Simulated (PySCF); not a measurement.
## Two-component Hartree-Fock for La²⁺ (lanthanum, charge +2)

Start: [Xe] 5d1; 5d3/2 filled at m_j = +3/2. Calculated with PySCF 2.14 in x2c-TZVPall-2c (11s11p10d2f, 108 functions): generalised Hartree-Fock with the X2C-1e Hamiltonian and a Gaussian nucleus; one run each with spin-orbit coupling (SO) switched off, then screened by Boettger's factors.

```
spinor shell  electrons  ε, spin-free (eV)  ε, screened SO (eV)  weight of nominal j (screened SO)  rms radius, screened SO (bohr)
       1s1/2          2           -39133.9             -39128.8                              1.000                          0.0286
       2s1/2          2            -6348.9              -6347.3                              1.000                           0.116
       2p1/2          2            -5684.7              -5973.5                              1.000                           0.100
       2p3/2          4            -5684.7              -5556.8                              1.000                           0.106
       3s1/2          2            -1414.0              -1413.5                              1.000                           0.303
       3p1/2          2            -1197.0              -1254.6                              1.000                           0.295
       3p3/2          4            -1197.0              -1171.2                              1.000                           0.308
       3d3/2          4            -885.34              -895.61                              1.000                           0.279
       3d5/2          6            -885.34              -877.93                              1.000                           0.283
       4s1/2          2            -315.16              -314.96                              1.000                           0.694
       4p1/2          2            -241.74              -254.05                              1.000                           0.719
       4p3/2          4            -241.74              -236.10                              1.000                           0.746
       4d3/2          4            -132.11              -133.96                              1.000                           0.820
       4d5/2          6            -132.11              -130.66                              1.000                           0.830
       5s1/2          2            -61.637              -61.567                              1.000                            1.67
       5p1/2          2            -40.826              -43.100                              0.995                            1.86
       5p3/2          4            -40.826              -39.702                              0.997                            1.93
       5d3/2          1            -18.401              -18.505                              0.999                            2.82
```

| quantity | spin-free | screened SO |
| --- | --- | --- |
| E (hartree) | -8487.13318 | -8490.58254 |
| M_J | 3/2 | 3/2 |
| ⟨J²⟩ | 6.015 | 3.766 |
| ⟨L²⟩ | 6.027 | 6.052 |
| ⟨S²⟩ | 0.753 | 0.789 |

Each row is a mean over spinors that exchange with the open shell spreads, by up to 2.112 eV (5p1/2).

Breit and QED terms are absent; they matter most for the inner s and p1/2 levels.

Densities and radii are taken from the X2C orbitals without a picture-change correction, which distorts them close to the nucleus.

Without spin-orbit coupling the j labels of p, d and f shells carry no meaning; the spin-free column gives the mean over the occupied spinors of each nl shell.
